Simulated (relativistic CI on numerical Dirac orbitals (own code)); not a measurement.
Au: calculation against measurement

Calculated at this level of theory: Dirac-Coulomb-Breit CI, KLI orbitals optimised for each configuration, QED by a radiative potential, valence Slater integrals scaled by 0.85, P86 correlation energy added to each configuration (own radial code, finite nucleus).

Configuration list (outside the closed core [Xe] 4f14): 5d10 6s, 5d9 6s2, 5d10 6p, 5d9 6s 6p, 5d10 7s, 5d10 7p, 5d10 6d, 5d10 8s, 5d10 8p, 5d10 5f, 5d10 7d, 5d10 9s, 5d10 9p, 5d10 5g, 5d10 6f, 5d10 8d, 5d10 10s, 5d10 10p, 5d9 6s 8s, 5d9 6s 8p, 5d9 6s 5f, 5d9 6s 7d, 5d9 6s 7s, 5d9 6s 9s, 5d9 6s 9p, 5d9 6s 5g, 5d9 6s 6f, 5d9 6s 8d, 5d9 6s 10s, 5d9 6s 10p. Double excitations out of closed p, d and f shells are left out; levels of such configurations are missing from the list, as are those of other unlisted configurations, and high levels can miss mixing partners.

```csv
Configuration,Term (tabulated),J,Measured (cm⁻¹),Computed,Error,Purity (%)
5d10 6s,2S,1/2,0.0,0,0,100
5d9 6s2,2D,5/2,9161.2,12878,3717,100
5d9 6s2,2D,3/2,21435.2,24481,3046,100
5d10 6p,2P°,1/2,37359.0,33352,-4007,96
5d10 6p,2P°,3/2,41174.6,36063,-5112,94
5d9 6s 6p,"(5/2,2)°",9/2,48697.1,43258,-5439,100
5d10 7s,2S,1/2,54485.2,46770,-7715,100
5d10 7p,2P° †,1/2,60032.8,52996,-7037,92
5d10 7p,2P° †,3/2,60728.5,52917,-7812,82
```

Measured levels from NIST Handbook of Basic Atomic Spectroscopic Data (Sansonetti and Martin, J. Phys. Chem. Ref. Data 34, 1559 (2005)); pairs were made by configuration, J and term (by order where the table uses no LS term), so strongly mixed levels may be paired wrongly.

Mean error by configuration (cm⁻¹): 5d9 6s2 3381; 5d10 6p -4560; 5d9 6s 6p -5439; 5d10 7s -7715. Over the excited levels the mean absolute error is 4839 cm⁻¹ (8 of the 19 excited levels that our extract of the source holds in range could be paired, and the others can miss by more), and the median relative error of those above 1,000 cm⁻¹ is 13 %. † marks terms whose computed intervals miss the measured ones by more than a factor of 2.5, or configurations far off the rest, from wrong mixing, a near crossing or a doubtful label or measurement; they are left out of the means.

Transition probabilities of persistent lines. The last column rescales the computed rate by the cube of measured over computed energy:

| λ measured (Å) | Lower | Upper | A tabulated (s⁻¹) | A computed | A rescaled |
| --- | --- | --- | --- | --- | --- |
| 2427.95 air | 5d10 6s 2S_1/2 | 5d10 6p 2P°_3/2 | 1.98e+08 | 2.03e+08 | 3.02e+08 |
| 2675.95 air | 5d10 6s 2S_1/2 | 5d10 6p 2P°_1/2 | 1.63e+08 | 1.74e+08 | 2.44e+08 |
| 3122.78 air | 5d9 6s2 2D_5/2 | 5d10 6p 2P°_3/2 | 1.90e+07 | 8.06e+06 | 2.12e+07 |
| 6278.17 air | 5d9 6s2 2D_3/2 | 5d10 6p 2P°_1/2 | 3.40e+06 | 2.86e+05 | 1.66e+06 |
